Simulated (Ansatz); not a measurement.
```yaml
crystal:
  periodic: [false, false, false]
  atoms:
    - {symbol: C, position_ang: [2.602227, 0.502061, -1.058926]}
    - {symbol: O, position_ang: [1.569697, -0.057858, -0.307639]}
    - {symbol: W, position_ang: [-0.228962, 0.273331, 0.001264]}
    - {symbol: O, position_ang: [-2.093481, 0.743878, -0.033422]}
    - {symbol: O, position_ang: [-0.298328, 0.360065, -1.908243]}
    - {symbol: O, position_ang: [0.123542, 2.139806, 0.243404]}
    - {symbol: F, position_ang: [-0.088648, 0.293339, 1.922685]}
    - {symbol: O, position_ang: [-0.756051, -1.476513, 0.280221]}
    - {symbol: C, position_ang: [-1.413360, -2.209308, 1.271052]}
    - {symbol: H, position_ang: [2.726917, 1.555314, -0.785805]}
    - {symbol: H, position_ang: [3.527876, -0.043360, -0.864245]}
    - {symbol: H, position_ang: [2.351186, 0.437181, -2.121938]}
    - {symbol: H, position_ang: [-2.311785, 1.677918, -0.064780]}
    - {symbol: H, position_ang: [-1.156397, 0.542110, -2.298376]}
    - {symbol: H, position_ang: [0.202928, 2.457803, 1.145951]}
    - {symbol: H, position_ang: [-1.061497, -1.892103, 2.256585]}
    - {symbol: H, position_ang: [-1.205395, -3.271113, 1.124219]}
    - {symbol: H, position_ang: [-2.490490, -2.032551, 1.197994]}
basis:
  gaussian: {orbitals: x2c-TZVPPall, fitting: {mean_field: cc-pVTZ-jkfit}}
hamiltonian: {xc: {name: PBE0-DH}}
```

```sh
$ ansatz run in.yaml --threads 4 --pin off --events-out ev --progress --plain --max-ram 46080MiB --backend cuda --devices 0, --max-vram 37GiB
```

Q: How does Ansatz answer? (Estimate.)

A: Ansatz gave: The input was rejected before any iteration.
```
Functional definition: PBE0-DH
Error: <dir> the basis set cc-pVTZ-JKFIT has no functions for W
```
